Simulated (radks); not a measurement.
Values are calculated unless marked as measured or tabulated.
Q: Excited configurations of the dysprosium ion Dy3+: one electron is placed in a higher orbital outside [Xe] 4f8. The ground configuration is [Xe] 4f9. Level of theory: scalar-relativistic Kohn-Sham, LDA (Slater exchange, Perdew-Wang correlation), spin-polarised, spherical densities, point nucleus; open shells are filled with parallel spins first (spin-orbit coupling, left out, can overturn this in heavy ions) (a radial shooting solver on a logarithmic mesh with Libxc functionals). Excitation = E - E(ground); binding = E(ion) - E, where the ion is the core of charge +4; n* = 4/sqrt(2 binding) in atomic units, and the quantum defect is n - n*.

| outer orbital | excitation (eV) | binding (eV) | n* | quantum defect | eigenvalue (eV) | <r> (bohr) |
|---|---|---|---|---|---|---|
| 5d | 9.493 | 32.966 | 2.570 | 2.430 | -27.635 | 2.006 |
| 5f | 27.928 | 14.531 | 3.871 | 1.129 | -12.240 | 4.068 |
| 6s | 12.646 | 29.814 | 2.702 | 3.298 | -26.424 | 2.891 |
| 6p | 18.801 | 23.658 | 3.033 | 2.967 | -20.899 | 3.390 |

Estimate the row for 7p.

A: excitation (eV) 29.083; binding (eV) 13.377; n* 4.034; quantum defect 2.966; eigenvalue (eV) -11.958; <r> (bohr) 6.074. The Delta-SCF ionisation energy is 42.460 eV (NIST Atomic Spectra Database: 41.2 eV, semi-empirical). Self-interaction in the functional shifts the binding energies and quantum defects, so they are the method's values and not measured ones. Open shells are spherical and high-spin; term and fine-structure splittings are not resolved. Spin-orbit splitting is averaged out at the scalar-relativistic level.
